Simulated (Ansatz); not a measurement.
Consider the ligand exchange at a B–F bond: `CBF` + `BS` → `BSBC` + H–F.

Computed with Ansatz on PBE0-D4/def2-TZVP structures; ΔE is electronic, products minus reactants. CCSD(T)/CBS is the MP2 limit (def2-TZVPP, def2-QZVPP) plus CCSD(T) − MP2 in def2-TZVPP, frozen cores. This one scheme is used for every species. Each species was taken in one conformer, which may not be the lowest.

`CBF`:

Cartesian coordinates in Å:
```
C 0.022 -0.654 0.211
B -0.020 0.822 -0.270
F -1.027 1.615 0.074
H -0.831 -0.945 0.827
H 0.945 -0.832 0.774
H 0.082 -1.323 -0.655
H 0.829 1.319 -0.960
```

`BS`:

Cartesian coordinates in Å:
```
B 0.167 0.441 -0.337
S 0.084 -0.452 1.183
H 0.795 1.454 -0.309
H -0.374 0.046 -1.320
H -0.672 -1.489 0.783
```

`BSBC`:

Z-matrix (Å, degrees):
```
C
B 1 1.552
H 1 1.097 2 109.5
H 1 1.097 2 109.0 3 -114.1
H 1 1.091 2 115.5 3 123.3
S 2 1.815 1 120.6 3 -124.7
H 2 1.195 1 122.0 3 55.5
B 6 1.789 2 103.7 1 -179.7
H 8 1.191 6 120.3 2 -0.0
H 8 1.192 6 117.2 2 179.9
```

H–F:

Z-matrix (Å, degrees):
```
F
H 1 0.920
```

```json
{"species": "`CBF`", "CCSD(T)/def2-SVP energy (Eh)": "-164.70658"}
{"species": "`BS`", "CCSD(T)/def2-SVP energy (Eh)": "-424.09354"}
{"species": "`BSBC`", "CCSD(T)/def2-SVP energy (Eh)": "-488.62109"}
{"species": "H–F", "CCSD(T)/def2-SVP energy (Eh)": "-100.13914"}
```

Problem. Work out ΔE.

Solution. ΔE = (-488.62109) + (-100.13914) − (-164.70658) − (-424.09354) = 0.03989 Eh = +25.0 kcal/mol. CCSD(T)/CBS gives +18.3 kcal/mol.

Largest T1 diagnostic among the species: 0.015.

Leaving LDA and LC-ωPBE aside and taking each functional with its dispersion term where it has one, the values, not all of them listed here, spread over 5.1 kcal/mol, from revPBE-D4 to CAM-B3LYP-D4. At CCSD(T), def2-SVP lies +6.7 kcal/mol from the extrapolated value and def2-TZVPP +1.4 kcal/mol. In def2-TZVPP, CCSD(T) changes the Hartree–Fock value by −4.9 kcal/mol (the triples alone add −0.8 kcal/mol) and MP2 by −6.8 kcal/mol.
